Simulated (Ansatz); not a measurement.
One change: `[CH3][AlH][NH][SiH2]Cl` becomes `[CH3][AlH][NH][SiH2]C`.

Ansatz, PBE0-D4/def2-TZVP geometries, multiplicity 1. Each molecule was computed in one conformer, which needn't be the lowest.

| property | `[CH3][AlH][NH][SiH2]Cl` |
| --- | --- |
| HOMO energy (PBE0/def2-TZVPP) / eV | -8.13 |
| LUMO energy (PBE0/def2-TZVPP) / eV | -0.67 |
| HOMO–LUMO gap (ωB97M-V/def2-TZVPP) / eV | 11.33 |
| size of the dipole moment (B3LYP/def2-TZVPP) / D | 2.57 |
| HOMO–LUMO gap (PBE/def2-TZVPP) / eV | 5.36 |
| size of the dipole moment (PBE/def2-TZVPP) / D | 2.58 |

Question: What does the change do to each property? (Best estimate.)

Answer: Ansatz gave: 
```
                                        property  `[CH3][AlH][NH][SiH2]C`  shift
              HOMO energy (PBE0/def2-TZVPP) / eV                    -7.44   0.69
              LUMO energy (PBE0/def2-TZVPP) / eV                    -0.40   0.27
         HOMO–LUMO gap (ωB97M-V/def2-TZVPP) / eV                    10.88  -0.45
size of the dipole moment (B3LYP/def2-TZVPP) / D                     1.53  -1.04
             HOMO–LUMO gap (PBE/def2-TZVPP) / eV                     5.00  -0.36
  size of the dipole moment (PBE/def2-TZVPP) / D                     1.59  -0.99
```

With PBE0 the HOMO rises by 0.69 eV and the LUMO rises by 0.27 eV, so the gap narrows by about 0.42 eV. PBE moves the HOMO by 0.64 eV and ωB97M-V by 0.70 eV. Dipoles are sizes alone; their direction can turn.

B3LYP here is the variant with VWN-RPA as its local correlation; programs differ in this.
